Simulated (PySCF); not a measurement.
## Working out the ionisation energy of Cl²⁺

Cl²⁺ [Ne] 3s2 3p3 (4S) → Cl³⁺ [Ne] 3s2 3p2 (3P). All numbers are calculated (PySCF 2.14, scalar relativity by spin-free X2C-1e, in aug-cc-pVQZ-DK). Frozen: [Ne]. Energies in hartree (1 hartree = 27.21139 eV):

```tsv
part	Cl²⁺ (lower)	Cl³⁺ (upper)
UHF	-459.637078	-458.205301
CCSD correlation	-0.121507	-0.098821
(T)	-0.003892	-0.002344
```

Question: What does Hartree-Fock give?

Answer: (-458.205301) − (-459.637078) = 1.431777 hartree = 38.961 eV.

Question: What do CCSD and CCSD(T) give?

Answer: The CCSD correlation energies differ by 0.022686 hartree = 0.617 eV and the triples by 0.001548 hartree = 0.042 eV, so CCSD gives 39.578 eV and CCSD(T) 39.620 eV.

A first-order spin-orbit estimate adds -0.101 eV to CCSD(T) (valence), giving 39.519 eV against 39.8 ± 0.11 eV (semi-empirical (NIST evaluation); NIST Atomic Spectra Database, ionization energies).

What remains against the reference includes basis incompleteness, the frozen core and higher excitations.
